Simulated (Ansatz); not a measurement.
Compare A (`[SiH3]SC1CO1`) with its isomer B (`C[SiH](S)C=O`).

Gas-phase electronic energies from Ansatz, PBE0-D4/def2-TZVP geometries. CCSD(T)/CBS adds triple-zeta CCSD(T) − MP2 to the extrapolated MP2 energy (def2 sets, frozen cores). Functionals use def2-TZVPP. One conformer a species, not always the lowest.

Q: Which is lower in electronic energy at CCSD(T)/CBS, and by how much? (Estimate.)

A: Computed: B, by 35.9 kcal/mol.

Q: Give E(B) − E(A) in kcal/mol with PBE0-D4, r2SCAN-D4, CCSD(T)/def2-TZVPP, B2PLYP, HF/def2-TZVPP, PBE-D4, MP2/def2-TZVPP. (Best estimate.)

A: The calculation gave: PBE0-D4 -33.0, r2SCAN-D4 -34.6, CCSD(T)/def2-TZVPP -35.9, B2PLYP -36.8, HF/def2-TZVPP -38.8, PBE-D4 -33.5, MP2/def2-TZVPP -34.4. None reverses the order clearly.

Largest T1 diagnostic: 0.014.

In def2-TZVPP, CCSD(T) changes the Hartree–Fock value by +3.0 kcal/mol (the triples alone add +0.4 kcal/mol) and MP2 by +4.5 kcal/mol.
